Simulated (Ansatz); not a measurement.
The cluster Li2F2. Charge 0, multiplicity 3. Geometry PBE0-D4/def2-TZVP, that of the charge +1 doublet; atoms count from 1.

Cartesian coordinates in Å:
```
Li -1.328 0.296 -0.779
Li 1.328 -0.296 0.780
F -0.494 -0.527 0.641
F 0.494 0.527 -0.641
```

At PBE0-D4/def2-TZVP a singlet of charge 0 lies 3.70 eV below the triplet at the same geometry. The structure comes from a short search, and lower isomers may exist.

Q: Estimate the Mulliken populations from the PBE0/def2-TZVP orbitals of Ansatz.

A: 
```csv
atom,charge (e),spin (α − β)
Li1,0.40,0.50
Li2,0.40,0.50
F3,-0.40,0.50
F4,-0.40,0.50
```
Mulliken values depend strongly on the basis.

Q: Where does the spin sit?

A: Summed by element: Li 1.00, F 1.00, of 2 unpaired in all. Largest on single atoms: Li2 0.50, Li1 0.50, F4 0.50.

Q: And the Mayer bond orders between heavy atoms (over 0.3)?

A: Li1–Li2 0.50 (3.14 Å); F3–F4 0.46 (1.93 Å).
